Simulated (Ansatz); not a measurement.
Geometry optimisation, Ansatz, RKS B3LYP-D4/STO-3G.

The input (input.yaml):

```yaml
crystal:
  periodic: [false, false, false]
  atoms:
    - { symbol: C, position_ang: [-1.5378, -0.4707, 0.7301] }
    - { symbol: B, position_ang: [-0.108, 0.0305, 1.0481] }
    - { symbol: S, position_ang: [1.3273, -0.8339, 0.2215] }
    - { symbol: C, position_ang: [1.4985, 0.3163, -1.1847] }
    - { symbol: F, position_ang: [2.462, -0.0744, -2.0334] }
    - { symbol: H, position_ang: [-1.7799, -0.2866, -0.3684] }
    - { symbol: H, position_ang: [-1.6878, -1.4896, 1.0014] }
    - { symbol: H, position_ang: [-2.2668, 0.2112, 1.2858] }
    - { symbol: H, position_ang: [0.0908, 0.932, 1.8539] }
    - { symbol: H, position_ang: [0.4741, 0.2646, -1.7265] }
    - { symbol: H, position_ang: [1.5929, 1.3436, -0.8073] }
basis:
  gaussian: { orbitals: STO-3G }
hamiltonian:
  xc: b3lyp
  dispersion: d4
relax:
  f_tol: 0.02
  max_steps: 40
scf:
  lower_state_search: "off"
```

Command:

```bash
$ ansatz run input.yaml --threads 1 --pin off --max-ram 2048MiB --backend cpu --events-out ev --progress --plain --runs-dir out
```

Question: Where does it end, and by what steps?

Answer: It converged. The force dipped under the threshold on the way, but the program's further checks kept it going. Limits of this set-up: minimal basis. After 35 steps the energy has fallen by 1.726 eV; F5 moved furthest, 1.80 Å.

```
step  energy less start (eV)  largest force component (eV/Å)  accepted
   0                  0.0000                           3.994       yes
   2                 -0.6398                           0.792       yes
   4                 -1.0426                           0.764       yes
   6                 -1.4212                           0.555       yes
   8                 -1.6370                           0.241       yes
  10                 -1.6714                           0.215       yes
  12                 -1.6808                           0.143       yes
  14                 -1.6743                           0.843        no
  16                 -1.6934                           0.327       yes
  18                 -1.6833                           0.873        no
  20                 -1.7093                           0.073       yes
  22                 -1.6975                           0.742        no
  24                 -1.7182                           0.199       yes
  26                 -1.7217                           0.083       yes
  28                 -1.7230                           0.043       yes
  30                 -1.7248                           0.055       yes
  32                 -1.7253                           0.049        no
  34                 -1.7259                           0.040       yes
  35                 -1.7260                           0.014       yes
```

```xyz
11
Properties=species:S:1:pos:R:3
C -1.681 -0.598 1.138
B -0.432 0.048 0.421
S 0.327 -0.760 -0.932
C 1.720 0.423 -1.327
F 2.702 0.447 -0.328
H -2.539 0.094 1.110
H -2.008 -1.557 0.712
H -1.460 -0.762 2.206
H -0.017 1.079 0.794
H 2.159 0.083 -2.297
H 1.295 1.446 -1.476
```

Whether the end is a true minimum wasn't checked by a vibrational analysis.

Time of the run: 3.6 min on 1 CPU thread of a shared host.
